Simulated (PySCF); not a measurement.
**Atomic charges by several schemes**

Compound: C8H13FO.
SMILES with atom numbers: `[CH3:1][O:2][C@@:3]12[CH2:4][CH2:5][CH2:6][CH2:7][C@:8]1([F:9])[CH2:10]2` (hydrogens: H11, H12, H13 on C1; H14, H15 on C4; H16, H17 on C5; H18, H19 on C6; H20, H21 on C7; H22, H23 on C10)

Structure used (GFN2-xTB), in Å, numbered top down from 1:
```
atom  x, y, z in Å
C1    -2.679   -0.398    0.335
O2    -2.034    0.187   -0.779
C3    -0.646    0.285   -0.665
C4    -0.145    1.408    0.238
C5     0.851    0.918    1.288
C6     1.977    0.133    0.624
C7     1.442   -1.176    0.052
C8     0.194   -0.967   -0.773
F9    -0.479   -2.157   -0.947
C10    0.118   -0.022   -1.931
H11   -2.381   -1.441    0.467
H12   -2.472    0.155    1.258
H13   -3.745   -0.350    0.119
H14   -1.009    1.865    0.724
H15    0.326    2.179   -0.377
H16    0.345    0.276    2.012
H17    1.257    1.777    1.825
H18    2.421    0.737   -0.170
H19    2.759   -0.092    1.350
H20    2.203   -1.671   -0.558
H21    1.181   -1.853    0.870
H22    0.982    0.575   -2.177
H23   -0.469   -0.343   -2.776
```

Density: PBE0/pcSseg-1 (PySCF); schemes: Mulliken, IAO, Hirshfeld and ESP-fitted. The structure is a single GFN2-xTB conformer in the gas phase; no vibrational or solvent corrections.

Question: Give the atomic charges in each scheme.

Answer: In e:

| atom | environment | Mulliken | IAO | Hirshfeld | ESP-fitted |
| --- | --- | --- | --- | --- | --- |
| C1 | methoxy carbon | -0.018 | -0.203 | -0.045 | -0.073 |
| O2 | ether oxygen | -0.493 | -0.380 | -0.138 | -0.373 |
| C3 | sp3 carbon bound to oxygen | -0.016 | +0.180 | +0.065 | +0.350 |
| C4 | ring CH2 carbon | -0.150 | -0.278 | -0.076 | -0.294 |
| C5 | ring CH2 carbon | -0.211 | -0.253 | -0.069 | -0.016 |
| C6 | ring CH2 carbon | -0.250 | -0.257 | -0.065 | -0.033 |
| C7 | ring CH2 carbon | -0.151 | -0.274 | -0.077 | -0.254 |
| C8 | sp3 C–F carbon | +0.139 | +0.271 | +0.082 | +0.416 |
| F9 | alkyl fluorine | -0.314 | -0.315 | -0.101 | -0.264 |
| C10 | three-membered-ring carbon | -0.098 | -0.326 | -0.110 | -0.620 |
| H11 | methyl hydrogen | +0.108 | +0.138 | +0.031 | +0.068 |
| H12 | methyl hydrogen | +0.083 | +0.116 | +0.034 | +0.056 |
| H13 | methyl hydrogen | +0.119 | +0.158 | +0.050 | +0.109 |
| H14 | methylene hydrogen | +0.129 | +0.148 | +0.041 | +0.110 |
| H15 | methylene hydrogen | +0.120 | +0.135 | +0.038 | +0.097 |
| H16 | methylene hydrogen | +0.117 | +0.127 | +0.036 | +0.028 |
| H17 | methylene hydrogen | +0.118 | +0.137 | +0.041 | +0.029 |
| H18 | methylene hydrogen | +0.115 | +0.126 | +0.037 | +0.037 |
| H19 | methylene hydrogen | +0.126 | +0.141 | +0.043 | +0.038 |
| H20 | methylene hydrogen | +0.129 | +0.142 | +0.042 | +0.082 |
| H21 | methylene hydrogen | +0.128 | +0.145 | +0.040 | +0.087 |
| H22 | methylene hydrogen | +0.123 | +0.146 | +0.048 | +0.202 |
| H23 | methylene hydrogen | +0.146 | +0.176 | +0.055 | +0.218 |

Mean size of the charges over all atoms: IAO 0.199 e, ESP-fitted 0.168 e, Mulliken 0.148 e, Hirshfeld 0.059 e. Each set sums to the total charge, 0, to within 0.001 e. The Mulliken scheme gives each basis function's population to the atom it is centred on and halves the overlap population of two atoms between them.

Lowest charge. The schemes don't all agree: Mulliken O2 (-0.493); IAO O2 (-0.380); Hirshfeld O2 (-0.138); ESP-fitted C10 (-0.620).

Highest charge. The schemes don't all agree: Mulliken H23 (+0.146); IAO C8 (+0.271); Hirshfeld C8 (+0.082); ESP-fitted C8 (+0.416).

Question: How many electrons does the ESP-fitted scheme count on O2?

Answer: Z − q = 8 − (-0.373) = 8.373.

Question: Sum the charges by element, for elements with more than one atom.

Answer: 
```csv
element,atoms,Mulliken,IAO,Hirshfeld,ESP-fitted
C,8,-0.755,-1.140,-0.296,-0.524
H,13,+1.562,+1.834,+0.536,+1.161
```
